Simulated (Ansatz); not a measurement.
Molecule: B₂O₃ (charge 0, singlet). 
Structure (B3LYP-D3(BJ)/def2-TZVP (Ansatz, a program for electronic structure) minimum search):
```xyz
5

O     -2.3578    -0.3880    -0.4469
B     -1.2349     0.0007    -0.2404
O     -0.0192     0.4735    -0.0184
B      1.2301     0.1191     0.2357
O      2.3800    -0.1604     0.4682
```
Charge 0, spin multiplicity 1.

Computed values are from Ansatz. Cores are frozen in the correlated levels unless marked. Open shells are spin-unrestricted. Spin-orbit coupling is left out. No relativistic terms. Basis-set limits of correlation are two-point, X^-3; Hartree-Fock from the larger set. [CCSD(T)-MP2]/basis is that difference in the basis named.

Problem. What is the T1 diagnostic at CCSD/aug-cc-pVTZ?

Solution. 0.018.

Problem. What is the atomisation energy De at RI-MP2/CBS(aug-cc-pVTZ,aug-cc-pVQZ)+[CCSD(T)-MP2]/aug-cc-pVTZ?

Solution. 654.6 kcal/mol.

Problem. What is the dipole moment at CCSD(T)/aug-cc-pVDZ?

Solution. 1.12 D.

Problem. What is the total energy at RI-MP2/CBS(aug-cc-pVTZ,aug-cc-pVQZ)+[CCSD(T)-MP2]/aug-cc-pVTZ?

Solution. -275.2684 Eh.
